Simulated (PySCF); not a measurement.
**Ionisation energy of Br by level of theory**

Br [Ar] 3d10 4s2 4p5 (2P) → Br⁺ [Ar] 3d10 4s2 4p4 (3P), as a difference of total energies. Computed with PySCF 2.14 in aug-cc-pV5Z-PP with ECP10MDF (8s7p6d4f3g2h, 136 functions), with a scalar-relativistic core potential. Correlated levels: valence: 3s2 3p6 3d10 frozen. The calculations carry no spin-orbit coupling.

Q: Order these methods by the ionisation energy they give, lowest first.
A. LDA
B. UHF
C. PBE0
D. BHandHLYP

A: B (10.707 eV), D (11.729 eV), C (11.763 eV), A (12.027 eV).

For comparison: 11.844 eV (measured; NIST levels, between the centres of gravity of the two terms).
